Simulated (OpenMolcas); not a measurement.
# Fe5+, Ru5+, Os5+: d3 down the group

```json
{
 "Program": "OpenMolcas",
 "Method": "MS-RASPT2, IPEA 0.25 Eh, imaginary shift 0.1 Eh",
 "Basis": "ANO-RCC-VTZP",
 "Scalar Hamiltonian": "DKH2, point nucleus",
 "Spin-orbit coupling": "RASSI with atomic mean-field integrals over the reference wave functions, term energies averaged over their components"
}
```

Active space for each ion: 9 electrons in 8 orbitals (RAS1 p, at most 2 holes; RAS2 d); closed shells correlated by CASPT2: Fe5+ 3s; Ru5+ 4s; Os5+ 5s.

Computed levels in cm-1 above 4F 3/2:

```
                               Level   Fe5+   Ru5+   Os5+
                              4F 5/2    558   1477   6770
                              4F 7/2   1307   3260  12020
                              4F 9/2   2220   5180  15320
                              4P 1/2  19620  13640  17450
                              4P 5/2  20510  15930  25990
                              2G 7/2  21350  16120  23920
                              2G 9/2  22100  17110  38600
                              2P 1/2  27410  20370  29970
                              2H 9/2  29480  22410  25110
weight of 4F in the lowest level (%)    100     98     81
```

Mixed levels, with the weight of the term that names them: Ru5+ 2G 9/2 (71 %), Ru5+ 2H 9/2 (74 %), Os5+ 4F 9/2 (55 %), Os5+ 4P 1/2 (66 %), Os5+ 2G 9/2 (57 %), Os5+ 2P 1/2 (66 %), Os5+ 2H 9/2 (56 %).

Measured, with the error of the calculation in %. Measured levels: Fe5+ from Corliss and Sugar, J. Phys. Chem. Ref. Data 11, 135 (1982); Os5+ from the list in Brasseur, Palmeri and Quinet, Atoms 13, 11 (2025).

```tsv
Level	Fe5+	Os5+
4F 5/2	511 (+9.1)	6397 (+5.8)
4F 7/2	1188 (+10.0)	11444 (+5.0)
4F 9/2	2001 (+11.0)	
4P 1/2	18738 (+4.7)	16772 (+4.0)
4P 5/2	19611 (+4.6)	24828 (+4.7)
2G 7/2	20616 (+3.6)	22920 (+4.4)
2G 9/2	21315 (+3.7)	37019 (+4.3)
2P 1/2	26496 (+3.5)	28860 (+3.8)
2H 9/2	28724 (+2.6)	24028 (+4.5)
```

The fine-structure level 4F 9/2 changes by a factor of 6.9 from Fe5+ to Os5+.

Without spin-orbit coupling 4P lies 18910, 12020, 11650 cm-1 above 4F in that order; the difference to the level 4P 1/2, of either sign, comes from spin-orbit coupling, which also lowers the zero.

CASPT2 does not keep the components of a term degenerate, so their means are used; among the terms shown or strongly mixed into the levels shown the widest spread is 1000 cm-1 (3d3 4F, Fe5+). Active for correlation alone: 3p; no level in the range computed is led by a configuration that opens it, so any true level of that kind is missing (holds for Fe5+). Active for correlation alone: 4p; no level in the range computed is led by a configuration that opens it, so any true level of that kind is missing (holds for Ru5+). Active for correlation alone: 5p; no level in the range computed is led by a configuration that opens it, so any true level of that kind is missing (holds for Os5+). Measured partners are found by configuration, term and J. A level has none where our copy of the source lacks it or the pairing is in doubt (some pairs that miss far off the trend of their configuration count as doubtful), and it then counts in no deviation. Levels of configurations outside the active space are missing.
